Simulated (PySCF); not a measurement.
Species: CH₆NSi₄ (doublet state).
Structure used (GFN2-xTB), in Å, numbered top down from 1:
```
atom  x, y, z in Å
N1     3.8968    1.0990    0.2073
C2     2.8424    0.8012   -0.1549
Si3    1.1950    0.3393   -0.8552
Si4   -0.6840    1.5852   -0.1690
Si5   -1.6554   -0.4673    0.4330
Si6    0.2450   -1.7076   -0.1755
H7    -0.5822    2.6030    0.8827
H8    -1.3023    2.3035   -1.2936
H9    -2.8710   -0.8063   -0.3131
H10   -2.0391   -0.5802    1.8425
H11    0.0923   -2.6413   -1.3013
H12    0.8637   -2.5290    0.8710
```

The species is `[Si]1([SiH2][SiH2][SiH2]1)C#N` [radical].

Method used: UKS B3LYP, pcH-1 on C H N Si, non-relativistic, mean-field spin-orbit, GIAO (PySCF 2.14.0). Geometry: GFN2-xTB; no solvent, vibrations or thermal averaging. A GFN2-xTB geometry isn't a minimum of the functional, and hyperfine couplings can be far from their values at a DFT geometry, by a factor of two or more for some ions and for spin on atoms past the first row. The SCF solution wasn't tested for stability.

(1) Give the principal g shifts and their parts.

(2) What are the electron Larmor frequencies g μB B/h along the three axes at 1200 mT?

(3) At 9.779 GHz, how far is the centre of the isotropic spectrum from where a free electron (g = 2.002319) resonates?

(4) In a frozen sample, at which fields do the three g values resonate at 9.5, 34, 94 and 263 GHz (hyperfine left aside), and which band first spreads them over more than twice a line width of 1.0 mT?

## Answers

(1) 
```tsv
Δg (ppm)	1	2	3
relativistic mass correction	-142	-142	-142
gauge correction	-4	45	49
orbital Zeeman/spin–orbit	746	1716	4805
total	601	1619	4713
```

So g = 2.00292, 2.00394, 2.00703 and g_iso = 2.00463; the tensor is rhombic: the two nearest values differ by 25 % of g3 − g1. Axes: g3 points within 12° of the N1–C2 bond.

(2) 33.6400, 33.6571, 33.7091 GHz for g1, g2 and g3, a range of 69.1 MHz.

(3) B = hν/(g μB) with μB/h = 13.99624 MHz/mT gives 348.94 mT for the free electron and 348.54 mT at g_iso, 0.40 mT lower.

(4) 
| band | GHz | B(g3) mT | B(g2) mT | B(g1) mT | spread mT |
| --- | --- | --- | --- | --- | --- |
| X | 9.5 | 338.19 | 338.71 | 338.88 | 0.69 |
| Q | 34.0 | 1210.36 | 1212.22 | 1212.84 | 2.48 |
| W | 94.0 | 3346.28 | 3351.44 | 3353.15 | 6.87 |
| J | 263.0 | 9362.46 | 9376.91 | 9381.68 | 19.22 |

The spread grows in proportion to the frequency. Q band is the first where it exceeds 2.0 mT.

The Mulliken spin populations are largest on Si3 (+0.85), N1 (+0.14) and C2 (-0.09). Si3 is the only atom above +0.15. The positive populations add up to 1.09 and the negative ones to -0.09, together 2S = 1. The angles at Si3 add up to 328.8°, so it is pyramidal.

The HOMO–LUMO gaps are 4.67 eV among the α and 3.72 eV among the β orbitals.
